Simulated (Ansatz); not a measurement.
Ideal-gas functions of `[OH][Zr]([OH])([F])[F]` at 600 K and 1 bar, from an Ansatz frequency run at PBE0-D4/def2-TZVP.

Molar mass 163.23 g/mol, point group C2v (symmetry number 2), electronic degeneracy 1, moments of inertia 179.95, 181.626, 182.366 u Å². Harmonic wavenumbers (cm⁻¹, unscaled): 160, 165, 167, 171, 174, 185, 210, 248, 298, 653, 658, 729, 737, 4006, 4010.

Use S(trans) = R[1.5 ln M + 2.5 ln T − 1.1517]; rotational temperatures θ = 24.2544 K / I; S(rot) = R[ln(√π/σ · √(T³/θAθBθC)) + 1.5]; for each mode x = 1.438777 ν̃/T, S = R[x/(eˣ − 1) − ln(1 − e⁻ˣ)] and H = RT x/(eˣ − 1); 1 cm⁻¹ = 0.0119627 kJ/mol; R = 8.31446 J/(mol·K).

**Question.** By hand: the entropy, in J/(mol·K).

**Answer.** Translation 186.9. Rotation: θ = 0.1348, 0.1335, 0.133 K, giving 116.3. Vibration, mode by mode: 16.33, 16.08, 15.98, 15.78, 15.64, 15.14, 14.11, 12.76, 11.28, 5.39, 5.33, 4.65, 4.58, 0.01, 0.01, in all 153.1. Electronic 0.0. Sum 456.3 J/(mol·K).

**Question.** By hand: H − E and G − E in kJ/mol, counted from the electronic energy.

**Answer.** Zero-point energy ½ × 12571 × 0.0119627 = 75.2; thermal vibration 42.9; translation, rotation and pV give 4 RT = 20.0. H − E = 138.1 kJ/mol, and G − E = 138.1 − 600 × 456.3/1000 = -135.7 kJ/mol.

Vibration gives 34 % of the entropy. The sum counts one conformer and one mirror image; others add a mixing term.
